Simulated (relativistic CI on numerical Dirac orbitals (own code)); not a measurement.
**V³⁺ in a cubic cluster: 1s photoemission with charge transfer**

Computed with a charge-transfer multiplet model of a cubic metal-ligand cluster with up to 2 ligand holes, Slater and spin-orbit integrals from Dirac-Coulomb-Breit ions, Slater integrals scaled by 0.8. The ground state mixes d2 with configurations of k ligand holes L, whose averages lie at kΔ + k(k − 1)U_dd/2; a core hole lowers each added d electron by U_cd. 300 K, Lorentzian 1.1 eV and Gaussian 0.6 eV FWHM.

Atomic integrals in eV (Slater integrals scaled, ζ unscaled), ground: F2dd 8.057, F4dd 5.049, zeta_d 0.024; with the core hole: F2dd 9.441, F4dd 5.946, zeta_d 0.040, G2cd 0.044.

Cluster parameters (eV): U_dd = 5, U_cd = 5.7, 10Dq = 1.6, 10Dq(ligand) = 0.5, V(eg) = 1.6, V(t2g) = -0.86, final-state hopping factor = 0.8.

```csv
Case,n_d,d2,d3L,d4L2,S
Δ = -0.1 eV,2.87,0.27,0.59,0.14,1.00
Δ = 2.9 eV,2.48,0.56,0.39,0.04,1.00
Δ = 4.9 eV,2.30,0.72,0.26,0.02,1.00
```

Weights, n_d and S are thermal averages at 300 K. Binding energies count from the first peak over 30 % of the highest in each spectrum, which can be another peak from case to case. The parameters are a model scan and need not match a compound or its usual spin state. Peaks in eV (height, largest 100):
- Δ = -0.1 eV: 0.0 (100), 7.1 (14), 12.8 (6)
- Δ = 2.9 eV: 0.0 (100), 7.2 (25)
- Δ = 4.9 eV: 0.0 (100), 3.9 (15), 5.9 (25)

For the case Δ = 2.9 eV, Δ = 2.9 eV is smaller than U_dd = 5 eV, the charge-transfer side of the Zaanen-Sawatzky-Allen scheme. With the core hole the configuration with one ligand hole lies at Δ − U_cd = -5.8, -2.8, -0.8 eV from the one without, in the order of the table; where this is negative the screened configuration lies lower, though the effective hopping of about 2.8 eV (from the holes of the mixed ground state) mixes the two strongly wherever it is as large as the gap.

With at most 2 ligand holes the space is cut while the next configuration still counts, so covalency is underestimated, and a final configuration with one more ligand hole, which can lie low, is missing from the spectra.
